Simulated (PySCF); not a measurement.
A PySCF script (with the pyscf-properties extension) for the NMR shieldings of `InChI=1S/2C3H5.Al.FH/c2*1-3-2;;/h1H2,2H3;3H,1-2H2;;1H/q;;+1;/p-1`, on a GFN2-xTB geometry:

```python
import basis_set_exchange as bse
import numpy as np
from pyscf import gto, dft
from pyscf.prop import nmr

atoms = """
C     1.598080   -2.129268   -0.330507
C     1.147072   -1.588409    0.791058
C     1.591503   -0.282936    1.344702
Al    0.373630    1.243656    0.840188
F     0.706244    2.709059    1.532099
C    -1.160344    1.150925   -0.420736
C    -1.777611    2.299018   -0.698343
C    -1.585182   -0.149944   -1.041365
H     1.234471   -3.074734   -0.694990
H     2.351027   -1.642158   -0.929863
H     0.384564   -2.106231    1.360930
H     2.601269   -0.041910    0.983908
H     1.654169   -0.333025    2.440271
H    -1.459404    3.226405   -0.240343
H    -2.615722    2.370636   -1.380719
H    -1.916010   -0.840945   -0.266243
H    -2.395888   -0.006550   -1.755637
H    -0.740627   -0.617265   -1.546067
"""
names = dict.fromkeys(["C", "Al", "F", "H"], "pcSseg-1")
basis = {el: gto.basis.parse(bse.get_basis(n, elements=[el], fmt="nwchem")) for el, n in names.items()}
mol = gto.M(atom=atoms, basis=basis, charge=0, verbose=0)
mf = dft.RKS(mol, xc="PBE0")
mf.grids.level = 2
mf.grids.alignment = dft.numint.BLKSIZE   # the property module wants whole blocks of grid points
mf.conv_tol = 1e-9
mf.kernel()

calc = nmr.RKS(mf)   # GIAO
C = mf.mo_coeff
Co = C[:, mf.mo_occ > 0]
resp = mf.gen_response(singlet=True, hermi=2)
def vind(x):   # induced exchange potential for any number of trial vectors
    d = np.einsum("pi,xij,qj->xpq", C, 2 * x.reshape(-1, C.shape[1], Co.shape[1]), Co, optimize=True)
    return np.einsum("xpq,pi,qj->xij", resp(d - d.transpose(0, 2, 1)), C, Co, optimize=True).ravel()
mo1, _ = nmr.rhf.solve_mo1(calc, with_cphf=vind)
sigma = calc.kernel(mo1)
for i, s in enumerate(sigma):   # ppm
    w = np.linalg.eigvalsh((s + s.T) / 2)
    print("%2d %-2s iso %8.1f  s11 %8.1f  s22 %8.1f  s33 %8.1f" % (i, mol.atom_pure_symbol(i), w.mean(), *w))
```

Task: What are the results?

Result: 
```
 0 C  iso     69.2  s11    -44.6  s22     94.4  s33    157.7
 1 C  iso     41.0  s11    -81.8  s22     41.6  s33    163.2
 2 C  iso    163.0  s11    138.8  s22    160.2  s33    190.2
 3 Al iso    395.9  s11    317.8  s22    371.7  s33    498.1
 4 F  iso    320.6  s11    208.9  s22    369.6  s33    383.4
 5 C  iso     27.6  s11    -79.8  s22     -1.4  s33    164.1
 6 C  iso     44.9  s11    -76.0  s22     63.9  s33    146.8
 7 C  iso    154.0  s11    138.6  s22    146.3  s33    177.0
 8 H  iso     26.6  s11     23.1  s22     26.2  s33     30.5
 9 H  iso     26.3  s11     22.9  s22     26.1  s33     30.0
10 H  iso     25.3  s11     23.0  s22     25.3  s33     27.6
11 H  iso     29.6  s11     26.0  s22     29.1  s33     33.8
12 H  iso     29.8  s11     25.9  s22     28.4  s33     35.2
13 H  iso     25.6  s11     22.6  s22     23.8  s33     30.5
14 H  iso     25.4  s11     22.0  s22     25.4  s33     28.7
15 H  iso     29.6  s11     26.3  s22     28.8  s33     33.6
16 H  iso     29.8  s11     26.5  s22     28.4  s33     34.5
17 H  iso     29.3  s11     25.0  s22     29.1  s33     33.9
```

These numbers come from an equivalent density-fitted implementation of the same equations, which agrees with the script to about 0.01 ppm for H and up to a few tenths of a ppm for heavy atoms, so last digits may differ.

Size and cost of the density-fitted run: 193 basis functions, 57 s wall time on 1 thread of an Arm Neoverse N1, shared host; peak memory 0.86 GiB.
